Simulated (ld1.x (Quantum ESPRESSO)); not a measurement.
## Scattering properties, TM potential for nickel (Ni)

ld1.x (Quantum ESPRESSO) 7.5 input, shortened:

```
&input
   title='Ni', zed=28., rel=1, dft='PBE', iswitch=3,
   config='[Ar] 3d8 4s2 4p0'
 /
 &inputp
   pseudotype=2, tm=.true., lloc=0,
   nlcc=.false.
 /
3
4P  2  1   0.00   0.00  3.55  3.55  0.0
3D  3  2   8.00   0.00  1.50  1.50  0.0
4S  1  0   2.00   0.00  1.65  1.65  0.0
 &test
   configts(1)='3d8 4s2 4p0'
 /
```

The phase is arctan(r·u′/u) with u = r·R(r), unwrapped; energies in Ry, scanned from -3 to 5 Ry. A pole is an energy at which the radial function vanishes at the test radius. The pseudo phase is shifted by a multiple of π to meet the all-electron one at the reference energy, and phase errors are pseudo minus all-electron; the curves can meet again beyond the range given. Levels narrower than the energy grid can be missing from the lists of poles.

```json
{"channel": "s", "radius (bohr)": "3.85", "reference energy (Ry)": "-0.41", "poles, all-electron": "-0.13, 2.91", "poles, pseudo": "-0.13, 2.65", "unbroken range about the reference energy with phases within 0.05 rad": "below 0.9", "phase error 1 Ry above the reference energy (rad)": "-0.009"}
{"channel": "p", "radius (bohr)": "3.85", "reference energy (Ry)": "-0.09", "poles, all-electron": "0.49, 3.61", "poles, pseudo": "0.48, 3.73", "unbroken range about the reference energy with phases within 0.05 rad": "below 4.8", "phase error 1 Ry above the reference energy (rad)": "-0.002"}
{"channel": "d", "radius (bohr)": "3.85", "reference energy (Ry)": "-0.65", "poles, all-electron": "-0.64, 1.58, 4.89", "poles, pseudo": "-0.64, 1.73", "unbroken range about the reference energy with phases within 0.05 rad": "below 0.4", "phase error 1 Ry above the reference energy (rad)": "+0.045"}
```

Phases in the p channel:

```csv
E (Ry),all-electron,pseudo
-3.00,1.416,1.416
-2.76,1.409,1.409
-2.52,1.400,1.400
-2.28,1.391,1.391
-2.04,1.379,1.379
-1.80,1.365,1.364
-1.56,1.346,1.346
-1.32,1.322,1.322
-1.08,1.288,1.288
-0.84,1.235,1.235
-0.60,1.138,1.137
-0.36,0.890,0.890
-0.12,-0.154,-0.154
0.12,-1.237,-1.237
0.36,-1.501,-1.502
0.60,-1.619,-1.620
0.84,-1.703,-1.705
1.08,-1.791,-1.795
1.32,-1.920,-1.927
1.56,-2.195,-2.212
1.80,-3.044,-3.082
2.04,-4.051,-4.057
2.28,-4.381,-4.378
2.52,-4.515,-4.510
2.76,-4.588,-4.582
3.00,-4.635,-4.628
3.24,-4.670,-4.662
3.48,-4.699,-4.689
3.72,-4.724,-4.712
3.96,-4.747,-4.732
4.20,-4.771,-4.752
4.44,-4.798,-4.771
4.68,-4.830,-4.792
4.92,-4.872,-4.816
```
